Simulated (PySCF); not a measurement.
Structure with atom numbers: `[O:1]=[CH:2]/[CH:3]=[CH:4]/[c:5]1[cH:6][cH:7][cH:8][cH:9][cH:10]1` (H(Xn): hydrogen on atom n).

GIAO PBE0/pcSseg-1 shifts (PySCF 2.14, gas phase, non-relativistic, equivalent atoms averaged), each against references optimised in the same way as the molecule (H2O, TMS).

On the GFN2-xTB geometry: O1 700.8, C2 196.5, C4 159.5, C5 139.5, C8 137.7, C6/C10 135.2, C7/C9 134.8, C3 133.8, H(C2) 9.98, H(C6)/H(C10) 7.97, H(C7)/H(C9) 7.77, H(C8) 7.74, H(C4) 7.25, H(C3) 6.99 ppm.

Q: What changes on the PBE0-D3(BJ)/def2-SVP geometry?

A: 
```
       atoms  δ (ppm)  change
          O1    696.9    -3.9
          C2    194.7    -1.8
          C4    159.7    +0.2
          C5    138.7    -0.8
          C8    137.5    -0.2
      C6/C10    134.9    -0.3
       C7/C9    134.6    -0.2
          C3    133.4    -0.4
       H(C2)     9.65   -0.33
H(C6)/H(C10)     7.75   -0.22
 H(C7)/H(C9)     7.58   -0.19
       H(C8)     7.54   -0.20
       H(C4)     7.01   -0.24
       H(C3)     6.83   -0.16
```

Bonds between heavy atoms that differ most (equivalent bonds averaged): C2–C3 1.452 → 1.464 Å, C4–C5 1.448 → 1.458 Å, C6–C7 1.381 → 1.390 Å, C7–C8 1.386 → 1.395 Å, C5–C6 1.399 → 1.405 Å. Mean change of bonds to hydrogen: C–H +0.013 Å.
